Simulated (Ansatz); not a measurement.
Correlation energies of H₄NSb (`[NH2][SbH2]`) by basis set

```xyz
6

N    -0.984    0.348    0.144
Sb    0.470   -1.073    0.038
H    -0.650    1.291   -0.008
H    -1.723    0.166   -0.523
H     1.564   -0.282   -1.033
H     1.324   -0.449    1.382
```

Total charge 0; spin multiplicity 1. Correlated methods include outer-core shells of Sb, which these sets cover unevenly. Sb takes the def2 core potential. Geometry: relaxed with PBE0-D4/def2-TZVP. Frozen core, restricted reference, Ansatz.

| basis | HF (Eh) | MP2 corr. |
| --- | --- | --- |
| def2-SVP | -295.95857 | -0.30135 |
| def2-TZVPP | -296.04462 | -0.57946 |
| def2-QZVPP | -296.04997 | -0.83429 |

Question: Estimate the CCSD correlation energy and the (T) correction in each basis where they were run (hartree).

Answer: 
```
     basis  CCSD corr.       (T)
  def2-SVP    -0.33196  -0.00890
def2-TZVPP    -0.59032  -0.01895
```
